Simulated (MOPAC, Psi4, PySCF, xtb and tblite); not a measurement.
Internal rotation in C3H5NS, SMILES CSCC#N, singlet. Scanned: dihedral C1–S2–C3–C4; all other coordinates were relaxed at B3LYP-D3(BJ)/def2-SVP. Points at φ and −φ are mirror images. Heavy atoms are numbered in the order of the SMILES CSCC#N, hydrogens after them in the order of the atoms that carry them; the mirror image has the same energies with the sign of each dihedral reversed.

Levels: GFN2-xTB, on its own relaxed geometries (the stored frames are those of B3LYP-D3(BJ)/def2-SVP) (xtb and tblite); PM3, restricted, heats of formation // B3LYP-D3(BJ)/def2-SVP (MOPAC); RKS-B3LYP/6-31G* = restricted B3LYP/6-31G*, spherical d // B3LYP-D3(BJ)/def2-SVP in PySCF 2.14.0; MP2/cc-pVTZ = DF-MP2 (frozen core)/cc-pVTZ // B3LYP-D3(BJ)/def2-SVP (Psi4).

Energies relative to the lowest point of each profile, in kJ/mol; the last columns give the difference from MP2:

| φ / ° | GFN2-xTB | PM3 | RKS-B3LYP/6-31G* | MP2/cc-pVTZ | GFN2-xTB − MP2/cc-pVTZ | PM3 − MP2/cc-pVTZ | RKS-B3LYP/6-31G* − MP2/cc-pVTZ |
|---|---|---|---|---|---|---|---|
| -150 | 10.6 | 5.5 | 9.8 | 11.7 | -1.1 | -6.2 | -1.9 |
| -120 | 9.7 | 3.5 | 11.4 | 13.9 | -4.2 | -10.4 | -2.5 |
| -90 | 3.8 | 0.0 | 5.0 | 6.4 | -2.6 | -6.4 | -1.4 |
| -60 | 0.0 | 0.1 | 0.0 | 0.0 | 0.0 | 0.1 | 0.0 |
| -30 | 4.0 | 3.8 | 6.1 | 6.3 | -2.3 | -2.5 | -0.2 |
| 0 | 7.2 | 6.2 | 11.9 | 12.4 | -5.2 | -6.2 | -0.5 |
| 30 | 4.0 | 3.8 | 6.1 | 6.3 | -2.3 | -2.5 | -0.2 |
| 60 | 0.0 | 0.1 | 0.0 | 0.0 | 0.0 | 0.1 | 0.0 |
| 90 | 3.8 | 0.0 | 5.0 | 6.4 | -2.6 | -6.4 | -1.4 |
| 120 | 9.7 | 3.5 | 11.4 | 13.9 | -4.2 | -10.4 | -2.5 |
| 150 | 10.6 | 5.5 | 9.8 | 11.7 | -1.1 | -6.2 | -1.9 |
| 180 | 9.5 | 5.5 | 7.0 | 8.4 | 1.1 | -2.9 | -1.4 |

GFN2-xTB is furthest from MP2/cc-pVTZ at 0 (-5.2 kJ/mol, below); its mean absolute difference over the points is 2.2 kJ/mol.

PM3 is furthest from MP2/cc-pVTZ at -120 (-10.4 kJ/mol, below); its mean absolute difference over the points is 5.0 kJ/mol.

RKS-B3LYP/6-31G* is furthest from MP2/cc-pVTZ at -120 (-2.5 kJ/mol, below); its mean absolute difference over the points is 1.1 kJ/mol.
